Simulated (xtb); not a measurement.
germanium monotelluride (GeTe), singlet, geometry from GFN2-xTB, atoms displaced at random by about 0.1 Å a coordinate. Base run: GFN1-xTB (xtb).

Here is a job for xtb.
```
$ xtb mol.xyz --gfn 1 --opt --json

# file mol.xyz
2

Ge    -0.14762245     0.19976917    -1.51553273
Te    -0.01596392    -0.04337837     0.92736961
```

Each row names what was changed in the base input (with any setting that the change needs).

```json
[
 {"change": "base", "ΔE vs base (kcal/mol)": "0.000", "optimiser steps": "6"},
 {"change": "opt level = sloppy", "ΔE vs base (kcal/mol)": "0.000", "optimiser steps": "6"},
 {"change": "engine = lbfgs", "ΔE vs base (kcal/mol)": "0.000", "optimiser steps": "-"},
 {"change": "opt level = extreme", "ΔE vs base (kcal/mol)": "0.000", "optimiser steps": "8"},
 {"change": "opt level = crude", "ΔE vs base (kcal/mol)": "0.002", "optimiser steps": "5"},
 {"change": "opt level = lax", "ΔE vs base (kcal/mol)": "0.000", "optimiser steps": "6"},
 {"change": "opt level = tight", "ΔE vs base (kcal/mol)": "0.000", "optimiser steps": "7"},
 {"change": "opt level = loose", "ΔE vs base (kcal/mol)": "0.000", "optimiser steps": "6"},
 {"change": "engine = inertial", "ΔE vs base (kcal/mol)": "0.000", "optimiser steps": "-"},
 {"change": "opt level = vtight", "ΔE vs base (kcal/mol)": "0.000", "optimiser steps": "8"}
]
```
